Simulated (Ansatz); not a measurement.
Correlation energies of `[Cl][SnH2][GeH3]` by basis set

Z-matrix (Å, degrees):
```
Sn
Ge 1 2.595
Cl 1 2.345 2 105.3
H 1 1.706 2 114.8 3 -115.1
H 1 1.706 2 114.9 3 115.1
H 2 1.537 1 109.9 3 179.7
H 2 1.534 1 109.1 3 59.8
H 2 1.534 1 109.1 3 -60.3
```

Total charge 0; spin multiplicity 1. Correlated methods include outer-core shells of Ge, Sn, which these sets cover unevenly. Scalar relativity is left out up to krypton. Sn: def2 effective core potential. The structure was optimised at the PBE0-D4/def2-TZVP level. Frozen core, restricted reference, the Gaussian-basis code of Ansatz.

```tsv
basis	HF (Eh)	MP2 corr.	CCSD corr.	(T)	CCSD(T) total
def2-SVP	-2750.74919	-0.48144	-0.52215	-0.01330	-2751.28464
def2-TZVPP	-2751.18293	-0.78342	-0.81679	-0.02730	-2752.02702
def2-QZVPP	-2751.24036	-1.28080	–	–	–
```
